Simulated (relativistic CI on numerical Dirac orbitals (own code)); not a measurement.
Xe LI: sensitivity of the levels to the model

Base calculation: Dirac-Coulomb-Breit CI, orbitals from a KLI potential per configuration, a model potential for QED, unscaled Slater integrals.

Configuration list (outside the closed core 1s2): 2s², 2s2p, 2p², 2p3s, 2p3p, 2s3s, 2s3p, 2s3d, 2s4s, 2s4p, 2s4d, 2s4f, 3s², 3s3p, 3p². Levels of other configurations are missing.

Variants: (1) P86 correlation estimate; (2) configuration mixing switched off; (3) non-relativistic limit. Shifts of the energy above 2s² ¹S0, in eV, for the lowest level and the first level of each name with at least 55 % of one term (blank where a level changes its place among those of its configuration and J or its character, or is not in the variant):

```tsv
Level	Base	Δ(1)	Δ(2)	Δ(3)
2s² ¹S0	0.00	0.00	0.00	0.00
2s2p ³P°0	104.65	+0.10	-9.95	-13.03
2s2p ³P°1	127.81	+0.10	-9.92	-36.19
2p² ³P0	302.84	+0.02	-15.51	-66.91
2s2p ³P°2	469.72	+0.10	-9.97	-378.10
2s2p ¹P°1	534.39	+0.10	-9.88	-358.22
2p² ³P1	638.86	+0.02	-9.96	-402.93
2p² ¹D2	654.63	+0.02	-9.68	
2p² ³P2	1013.11	+0.02	-9.78	
2p² ¹S0	1062.10	+0.02	-14.00	-734.76
2s3s ³S1	5410.69	+0.90	-8.51	-291.02
2s3s ¹S0	5432.25	+0.90	-6.41	-294.49
2s3p ³P°0	5461.87	+1.07	-9.75	-296.27
2s3p ³P°1	5462.80	+1.07	-8.93
```

At this charge energies of transitions that change n are usually good to better than 1 %, and those within a shell (Δn = 0) to a few per cent.

Ionisation energy from the two ground configurations alone: base 9580.34 eV. The NIST ASD value (theoretical) is 9581 eV.

LS names give the leading component of a level, which can be under half, so a name can repeat, a term be missing and a line seem to break the LS rules.
